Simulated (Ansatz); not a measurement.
Molecule: sum formula SiNHF$_{3}$, net charge 0, doublet state. It need not be the lowest isomer of its formula. 
Structure (B3LYP-D3(BJ)/def2-TZVP (Ansatz, a quantum-chemistry and plane-wave program) minimum search):
```xyz
6

N      1.5498     0.3290    -0.7276
Si     0.0119     0.0097    -0.0115
F     -0.5048    -1.4378    -0.3748
F      0.0657     0.1545     1.5602
F     -1.0404     1.0457    -0.5537
H      2.2995    -0.2995    -0.4315
```
Charge 0, spin multiplicity 2.

Total electronic energies in hartree. Valence correlation only, unless marked. Open shells are spin-unrestricted. No spin-orbit coupling. No relativistic terms. Basis-set limits of correlation are two-point, X^-3; Hartree-Fock from the larger set.

```json
[
 {"level": "HF/cc-pV(T+d)Z", "program": "Ansatz", "energy (Eh)": "-642.64023"},
 {"level": "PBE-D4/def2-TZVPD", "program": "Ansatz + dftd4", "energy (Eh)": "-644.21619"},
 {"level": "BHLYP/def2-TZVPD", "program": "Ansatz", "energy (Eh)": "?"},
 {"level": "HSE06-D4/def2-TZVPD", "program": "Ansatz + dftd4", "energy (Eh)": "-644.22488"},
 {"level": "wB97M-V/def2-TZVPD", "program": "Ansatz", "energy (Eh)": "-644.61327"},
 {"level": "B2GP-PLYP-D4/def2-TZVPD", "program": "Ansatz + dftd4", "energy (Eh)": "?"},
 {"level": "RPA@PBE/cc-pV(T+d)Z", "program": "Ansatz", "energy (Eh)": "?"},
 {"level": "CCSD/6-31G", "program": "Ansatz", "energy (Eh)": "-642.74174"},
 {"level": "CCSD(T)/CBS(cc-pV(T+d)Z,cc-pV(Q+d)Z)", "program": "Ansatz", "energy (Eh)": "-643.9100"}
]
```

### Question
Complete the blanks.

### Answer

- BHLYP/def2-TZVPD, energy (Eh): -644.58729
- B2GP-PLYP-D4/def2-TZVPD, energy (Eh): -644.31156
- RPA@PBE/cc-pV(T+d)Z, energy (Eh): -644.14309
